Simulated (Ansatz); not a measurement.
Frontier orbitals of C10H8O, SMILES `Oc1cccc2ccccc12`.

Z-matrix (Å, degrees):
```
C
O 1 1.354
C 1 1.371 2 117.6
C 1 1.421 2 121.8 3 -179.8
H 2 0.960 1 109.8 3 -177.1
C 3 1.402 1 120.3 2 180.0
H 3 1.083 1 118.7 2 0.1
C 4 1.412 1 123.0 2 0.3
C 4 1.424 1 118.3 2 -179.7
C 6 1.367 3 120.9 1 -0.1
H 6 1.084 3 118.9 1 -180.0
C 8 1.368 4 121.2 1 -179.8
H 8 1.086 4 121.0 1 0.7
C 9 1.412 4 118.6 1 179.7
H 10 1.084 6 120.9 3 -179.8
C 12 1.406 8 120.2 4 -0.1
H 12 1.084 8 120.0 4 -179.9
H 14 1.085 9 118.3 4 -179.9
H 16 1.084 12 119.7 8 180.0
```

The species carries charge 0 and has multiplicity 1. The geometry is a stationary point of PBE0-D4/def2-TZVP. It is one conformer, not always the lowest. Basis def2-TZVPP, the Gaussian-basis code of Ansatz.

```json
{"functional": "PBE", "HOMO (eV)": "-5.10", "LUMO (eV)": "-1.97", "gap (eV)": "3.13"}
{"functional": "B97M-V", "HOMO (eV)": "-5.21", "LUMO (eV)": "-1.75", "gap (eV)": "3.46"}
{"functional": "PBE0", "HOMO (eV)": "-6.00", "LUMO (eV)": "-1.17", "gap (eV)": "4.83"}
{"functional": "B3LYP", "HOMO (eV)": "-5.81", "LUMO (eV)": "-1.32", "gap (eV)": "4.49"}
{"functional": "r2SCANh", "HOMO (eV)": "-5.58", "LUMO (eV)": "-1.55", "gap (eV)": "4.03"}
{"functional": "HSE06 (plane-wave form)", "HOMO (eV)": "-5.62", "LUMO (eV)": "-1.53", "gap (eV)": "4.09"}
{"functional": "BHLYP", "HOMO (eV)": "-6.72", "LUMO (eV)": "-0.20", "gap (eV)": "6.52"}
{"functional": "CAM-B3LYP", "HOMO (eV)": "-7.11", "LUMO (eV)": "-0.15", "gap (eV)": "6.96"}
{"functional": "LC-ωPBE", "HOMO (eV)": "-8.29", "LUMO (eV)": "0.78", "gap (eV)": "9.07"}
{"functional": "ωB97M-V", "HOMO (eV)": "-7.92", "LUMO (eV)": "0.74", "gap (eV)": "8.66"}
```

A quarter of exact exchange (PBE0) shifts PBE's HOMO by −0.90 eV and its LUMO by +0.80 eV; full exchange at long range (ωB97M-V) shifts them by −2.82 and +2.71 eV. The gap opens from 3.13 to 8.66 eV, since occupied levels lose self-interaction and empty ones feel all the electrons. A positive LUMO is unbound and depends on the basis.

B3LYP here is the variant with VWN-RPA as its local correlation; programs differ in this. LC-ωPBE has ω = 0.4 bohr⁻¹.
